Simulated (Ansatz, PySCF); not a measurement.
Gas-phase reaction (SMILES): Br[SiH2]Br [dibromosilane] + 2 [H][H] (H2) → 2 Br (HBr) + [SiH4] (SiH4); energy of full hydrogenation.

Each molecule is optimised on its own at B3LYP-D3(BJ)/def2-TZVP (Ansatz, a program for electronic structure). Correlated levels leave the core frozen unless marked. No spin-orbit coupling. The frozen core is the preceding noble-gas configuration, with the filled d and f shells of earlier blocks. No relativistic terms. Basis-set limits of correlation are two-point, X^-3; Hartree-Fock from the larger set. Thermal terms are rigid-rotor harmonic-oscillator values from B3LYP-D3(BJ) frequencies (PySCF) at 298.15 K and 1 atm. 1 Eh = 627.5095 kcal/mol.

```csv
species,"E, CCSD(T)/CBS(def2-TZVPPD,def2-QZVPPD) (Ansatz) (Eh)","E, PBE/def2-TZVPD (Ansatz) (Eh)",H - E (Eh),G - E (Eh)
Br[SiH2]Br,-5435.73038,-5438.17866,0.02495,-0.01037
[H][H] (H2),-1.17452,-1.16589,0.01336,-0.00144
Br (HBr),-2573.28305,-2574.36895,0.00927,-0.01328
[SiH4] (SiH4),-291.45830,-291.72111,0.03520,0.01198
```

### Question
Work out ΔE and ΔH, ΔG, ΔS and the equilibrium constant at 298.15 K at the first level, then ΔH at the second.

### Answer

1. ΔE = [2×(-2573.28305) + (-291.45830)] - [(-5435.73038) + 2×(-1.17452)] = 0.05502 Eh = 34.5 kcal/mol at CCSD(T)/CBS(def2-TZVPPD,def2-QZVPPD).
2. The terms H - E add up to 0.00207 Eh, so ΔH = (0.05502 + (0.00207))×627.5095 = 35.8 kcal/mol.
3. The terms G - E add up to -0.00133 Eh, so ΔG = 33.7 kcal/mol, and ΔS = (0.00207 - (-0.00133))×627509.5/298.15 = 7.2 cal/(mol K).
4. log10 K = -ΔG/(RT ln 10) = -24.7, with RT ln 10 = 1.3642 kcal/mol.
5. At PBE/def2-TZVPD the same steps give ΔE = 32.3 and ΔH = 33.6 kcal/mol, a shift of -2.2 from the first level.
6. These values are not checked against measurement here, since the tables used lack a sound gas-phase enthalpy of formation for at least one species.
